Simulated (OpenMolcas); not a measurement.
**Multiplet structure of As³⁺**

```yaml
Program: OpenMolcas
Method: "XMS-RASPT2, IPEA 0.25 Eh, imaginary shift 0.1 Eh (closed shells correlated: 3d)"
Basis: ANO-RCC-VTZP [6s5p3d1f]
Scalar_Hamiltonian: DKH2, point nucleus
Active_space: 2 electrons in 9 orbitals (RAS2 4s 4p; RAS3 4d, at most 2 electrons)
State_averaging: 2S+1 = 3 even, 3 roots; 2S+1 = 1 even, 7 roots; 2S+1 = 3 odd, 3 roots; 2S+1 = 1 odd, 3 roots
Spin-orbit_coupling: state interaction with AMFI integrals over the reference wave functions, term energies averaged over their components
```

With spin-orbit coupling, above the lowest level:

```tsv
Configuration	Term	J	E (cm-1)	Measured (cm-1)	g	Term weight %
4s2	1S	0	0.0	0.0		100
4s 4p	3P*	0	73110			100
4s 4p	3P*	1	74130	76962	1.500	100
4s 4p	3P*	2	76330	79492	1.501	100
4s 4p	1P*	1	112790	112022	1.001	100
4p2	1D	2	175660		1.024	95
4p2	3P	0	177940			99
4p2	3P	1	179220	181468	1.501	100
4p2	3P	2	181580	184394	1.477	95
```

Against the 5 measured excited levels shown (Moore, Atomic Energy Levels, vol. II, NSRDS-NBS 35 (1971 reprint of NBS Circular 467, 1952)) the mean absolute deviation is 2400 cm-1; the largest miss in energy is 4s 4p 3P* 2: computed 76330, measured 79492 cm-1 (-4.0 %).

Spin-orbit coupling puts the lowest level 1.4 cm-1 below the lowest spin-free term.

Term energies are means over components that CASPT2 splits; among the terms shown or strongly mixed into the levels shown the widest spread is 19 cm-1 (4p2 1D). Active for correlation alone: 4d; no level in the range computed is led by a configuration that fills it, so any true level of that kind is missing. Some terms mix strongly with configurations of 4d, whose occupation reaches 0.25 (4p2 1D). Measured partners are found by configuration, term and J. A level has none where our copy of the source lacks it or the pairing is in doubt (some pairs that miss far off the trend of their configuration count as doubtful), and it then counts in no deviation. Levels of configurations outside the active space are missing. The first state left out of the spin-orbit step lies near 240000 cm-1 above the lowest spin-free state of the reference (among the parities and spins computed), and the list stops at four fifths of that energy or lower.

The term weight is that of the spin-free term in the level, not the purity of its configuration. * marks odd parity.
